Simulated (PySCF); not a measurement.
The third ionisation energy along group 8

Calculated with PySCF 2.14 from differences of total energies of unrestricted determinants, without spin-orbit coupling. Values in eV. The last column holds reference values (NIST; (s) semi-empirical, (t) theoretical, else measured). Unmarked ones compare directly (S terms, centres of terms, or small fine structure); those marked * lie between the lowest fine-structure levels and include a spin-orbit shift.

```
                         element                 configurations     UHF  MP2 (valence)  CCSD(T) (valence)     LDA    PBE0  r2SCAN         reference
Fe (x2c-TZVPPall, spin-free X2C)            [Ar] 3d6 → [Ar] 3d5  28.308         29.869             29.873  31.630  30.968  30.766  30.651 ± 0.012 *
Ru (x2c-TZVPPall, spin-free X2C)            [Kr] 4d6 → [Kr] 4d5  26.542         27.777             27.817  28.949  28.456  28.258       28.47 (s) *
Os (x2c-TZVPPall, spin-free X2C)  [Xe] 4f14 5d6 → [Xe] 4f14 5d5  24.943         26.110             26.234  27.401  26.789  26.771    25 ± 1.6 (t) *
```

"Valence" correlates the outer s and p shells and, in groups 3 to 12 and the f block, the outer d or f shell, open or full, or the next shell where the ion has no valence electron left; the wider scheme adds the next inner shell.
